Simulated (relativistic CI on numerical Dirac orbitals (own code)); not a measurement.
**Electric-dipole lines of S⁷⁺**

Calculated at this level of theory: Dirac-Coulomb-Breit CI, separate exchange-only KLI orbitals for each configuration, model QED (radiative potential, 1s self-energy scaled to tabulated hydrogen-like ionisation energies), unscaled Slater integrals (own radial code, finite nucleus).

Configuration list (outside the closed core 1s2): 2s²2p⁵, 2s2p⁶, 2s²2p⁴3s, 2s²2p⁴3p, 2p⁶3s, 2s²2p⁴3d, 2p⁶3p, 2s2p⁵3s, 2p⁶3d, 2s²2p⁴4s, 2s2p⁵3p, 2s²2p⁴4p, 2s²2p⁴4d, 2s²2p⁴4f, 2s2p⁵3d, 2s²2p³3s². Levels of other configurations are missing.

```tsv
λ vac (Å)	Lower	Upper	A (s⁻¹)	E lower (cm⁻¹)	E upper (cm⁻¹)
45.407	2s²2p⁵ ²P°3/2 [1]	2s²2p⁴4d ²D5/2 [130]	4.60e+11	0	2202314
51.433	2s2p⁶ ²S1/2 [3]	2s2p⁵3d ²P°3/2 [192]	7.74e+11	516773	2461067
52.809	2s²2p⁵ ²P°3/2 [1]	2s²2p⁴3d ²D5/2 [56]	8.79e+11	0	1893619
52.863	2s²2p⁵ ²P°3/2 [1]	2s²2p⁴3d ²P3/2 [55]	1.09e+12	0	1891668
52.998	2s²2p⁵ ²P°1/2 [2]	2s²2p⁴3d ²D3/2 [58]	8.42e+11	10040	1896918
53.043	2s²2p⁵ ²P°3/2 [1]	2s²2p⁴3d ²S1/2 [52]	8.57e+11	0	1885267
53.049	2s²2p⁵ ²P°1/2 [2]	2s²2p⁴3d ²P1/2 [57]	1.01e+12	10040	1895073
54.244	2s²2p⁵ ²P°3/2 [1]	2s²2p⁴3d ²D5/2 [49]	5.87e+11	0	1843526
55.528	2s2p⁶ ²S1/2 [3]	2s2p⁵3d ²P°3/2 [182]	1.08e+12	516773	2317664
55.676	2s2p⁶ ²S1/2 [3]	2s2p⁵3d ²P°1/2 [180]	1.08e+12	516773	2312894
254.73	2s²2p⁴3d ⁴D7/2 [33]	2s²2p⁴4f ⁴F°9/2 [117]	4.60e+10	1804437	2197002
258.62	2s²2p⁴3d ²G7/2 [50]	2s²2p⁴4f ²H°9/2 [157]	6.20e+10	1873419	2260079
258.64	2s²2p⁴3d ²G9/2 [51]	2s²2p⁴4f ²H°11/2 [158]	6.35e+10	1873463	2260107
260.79	2s²2p⁴3d ⁴F9/2 [37]	2s²2p⁴4f ⁴G°11/2 [127]	6.30e+10	1817845	2201293
263.13	2s²2p⁴3d ⁴F7/2 [38]	2s²2p⁴4f ²G°9/2 [128]	3.82e+10	1821369	2201412
267.34	2s²2p⁴3d ²F7/2 [54]	2s²2p⁴4f ²G°9/2 [162]	5.05e+10	1888634	2262688
671.21	2s²2p⁴3p ⁴D°5/2 [15]	2s²2p⁴3d ⁴F7/2 [38]	3.34e+09	1672384	1821369
673.17	2s²2p⁴3p ⁴D°7/2 [14]	2s²2p⁴3d ⁴F9/2 [37]	3.61e+09	1669293	1817845
845.48	2s²2p⁴3s ⁴P5/2 [4]	2s²2p⁴3p ⁴D°7/2 [14]	1.64e+09	1551018	1669293
905.33	2s²2p⁴3s ²D5/2 [9]	2s²2p⁴3p ²F°7/2 [26]	1.35e+09	1617844	1728301
```

Terms are leading LS components. Brackets give the number of a level in order of energy, since labels repeat. The list gives strong lines, with weight on those to low levels, without lines whose two gauges differ by over a factor of 2.5, among the lowest 195 of 205 levels, so that lines to higher ones, which can be the strongest, are missing. Levels whose partners in the same complex of configurations lie outside the list can be far off, and so can their lines. Rates are taken at the computed energies, electric ones in the length gauge.

At this charge configurations can still be misplaced by up to about 7 % of their energy.

LS names give the leading component of a level, which can be under half, so a name can repeat, a term be missing and a line seem to break the LS rules.
